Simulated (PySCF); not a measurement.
CH₃BBrFO, singlet, at a GFN2-xTB geometry, atoms displaced at random by about 0.03 Å a coordinate; B3LYP/6-31G, gradient (PySCF).

Input for PySCF:
```python
from pyscf import gto, scf, dft

mol = gto.Mole()
mol.atom = '''
    B     0.625138    0.279991   -0.436281
    F     1.537953    1.303696   -0.387805
    Br   -0.719334    0.244465    0.904971
    O     0.801856   -0.545363   -1.435059
    C     0.020059   -1.690381   -1.739584
    H    -0.400633   -1.598687   -2.681459
    H     0.684692   -2.591839   -1.632621
    H    -0.783154   -1.821818   -0.972112
'''
mol.basis = '6-31g'
mol.charge = 0
mol.spin = 0
mol.verbose = 3
mol.build()

mf = dft.RKS(mol)
mf.xc = 'b3lyp'
mf.kernel()
g = mf.nuc_grad_method()
g.grid_response = True
grad = g.kernel()
```

What the program printed (banner, timings and long lists left out):

```
converged SCF energy = -2813.69401732152
--------------- RKS gradients ---------------
         x                y                z
0 B    -0.0269864672    -0.0376957960    -0.0070152823
1 F     0.0027085139    -0.0024150115    -0.0060145666
2 Br     0.0165713940     0.0020335731    -0.0155745046
3 O    -0.0026065495     0.0144570822     0.0218737990
4 C    -0.0074116993     0.0425187018    -0.0550072027
5 H     0.0131405245    -0.0021583626     0.0398360361
6 H     0.0112015140    -0.0147720470     0.0097381509
7 H    -0.0066172304    -0.0019681399     0.0121635703
----------------------------------------------
```
